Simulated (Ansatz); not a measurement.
Reaction (formal hydrolysis of the Si–F bond): `FC[SiH2][SiH2]F` + H₂O → `O[SiH2][SiH2]CF` + H–F

Program: Ansatz. Geometries: PBE0-D4/def2-TZVP. ΔE: electronic, gas phase. CBS: MP2 limit from def2 TZ/QZ plus the TZ coupled-cluster correction, frozen cores. This one scheme is used for every species. DFT in def2-TZVPP. B3LYP here is the variant with VWN-RPA as its local correlation; programs differ in this. Each species was taken in one conformer, which may not be the lowest.

Problem. Is it downhill or uphill in electronic energy at CCSD(T)/CBS, and by how much? (Estimate.)

Solution. Computed: Uphill: ΔE = +10.5 kcal/mol.

Problem. What do these levels give: r2SCAN-D4, B3LYP-D4, B2PLYP, PBE0, CCSD(T)/def2-TZVPP, HF/def2-QZVPP? (Best estimate.)

Solution. Computed: r2SCAN-D4 10.8, B3LYP-D4 10.9, B2PLYP 11.0, PBE0 10.3, CCSD(T)/def2-TZVPP 10.1, HF/def2-QZVPP 12.5 kcal/mol.

Largest T1 diagnostic among the species: 0.012.

In def2-TZVPP, CCSD(T) changes the Hartree–Fock value by −2.1 kcal/mol (the triples alone add −0.3 kcal/mol) and MP2 by −2.4 kcal/mol.
